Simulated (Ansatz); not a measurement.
Reaction (formal exchange of groups at a C–B bond): `CB(C)CN` + `C=C=C(C)F` → `C=C=C(F)CC` + `CBCN`

Isolated molecules relaxed with PBE0-D4/def2-TZVP in Ansatz; ΔE leaves out vibrations. CCSD(T)/CBS adds triple-zeta CCSD(T) − MP2 to the extrapolated MP2 energy (def2 sets, frozen cores). Functionals use def2-TZVPP. B3LYP here is the variant with VWN-RPA as its local correlation; programs differ in this. One conformer a species, not always the lowest.

(1) Is it downhill or uphill in electronic energy at CCSD(T)/CBS, and by how much? (Best estimate.)

(2) What do these levels give: PBE-D4, PBE0-D4, ωB97X-V, ωB97M-V, PBE, PBE0, B3LYP, HF/def2-TZVPP, CCSD/def2-TZVPP, HF/def2-QZVPP, SCS-MP2/def2-QZVPP, MP2/CBS(def2)? (Estimate.)

Largest T1 diagnostic among the species: 0.012.

## Answers

(1) The calculation gave: Uphill: ΔE = +51.7 kJ/mol.

(2) Computed: PBE-D4 55.2, PBE0-D4 54.3, ωB97X-V 51.0, ωB97M-V 53.7, PBE 53.7, PBE0 53.0, B3LYP 50.8, HF/def2-TZVPP 43.6, CCSD/def2-TZVPP 50.4, HF/def2-QZVPP 43.4, SCS-MP2/def2-QZVPP 48.7, MP2/CBS(def2) 52.6 kJ/mol.

In def2-TZVPP, CCSD(T) changes the Hartree–Fock value by +7.6 kJ/mol (the triples alone add +0.7 kJ/mol) and MP2 by +8.5 kJ/mol.
